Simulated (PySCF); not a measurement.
# Spin states of SnBr⁺

Unrestricted PBE0; basis Sn def2-TZVPPD with ECP28, Br def2-TZVPPD; scalar-relativistic core potentials; PySCF 2.14. Outer shells of the fragments: Sn+ 4d10 5s2 5p1; Br 3d10 4s2 4p5.

Followed along the bond (rough minima from three points):

| 2Ms+1 | unpaired | ⟨S²⟩ at the start | R at minimum (Å) | Te (eV) |
| --- | --- | --- | --- | --- |
| 1 | none | 0.00 | 2.41 | 0.00 |
| 3 | π ↑↑ | 2.01 | none in the scan | ≤ 3.19 |

Solutions found at the starting distance of 2.565 Å, counted from the lowest of them; the search is not exhaustive and high or unbound solutions are not listed, so other states can lie among these:

```csv
2Ms+1,unpaired,term,E (eV),⟨S²⟩,⟨Lz²⟩,μ (D)
1,none,¹Σ⁺,0.00,0.00,0.00,-4.77
3,π ↑↑,mixed,3.27,2.01,2.01,0.06
3,"σ ↑, π ↑",³Π,3.32,2.01,1.00,-2.60
3,π ↑↑,mixed,3.42,2.01,2.01,0.05
1,π ↑↓,mixed,3.43,1.01,2.01,0.05
3,σ ↑↑,³Σ⁺,5.28,2.00,0.00,-2.31
3,"σ ↑, π ↑",³Π,5.35,2.01,1.01,-0.15
```

A term symbol is given only where ⟨S²⟩ and ⟨Lz²⟩ are close to those of a pure state; real π, δ and φ orbitals otherwise mix terms. A positive dipole points towards Br; it is taken about the centre of mass and depends on that origin.

Spin–orbit coupling is left out. Counting both spins, an empty level lies below a filled one in some of these solutions, because spin and occupation are held.
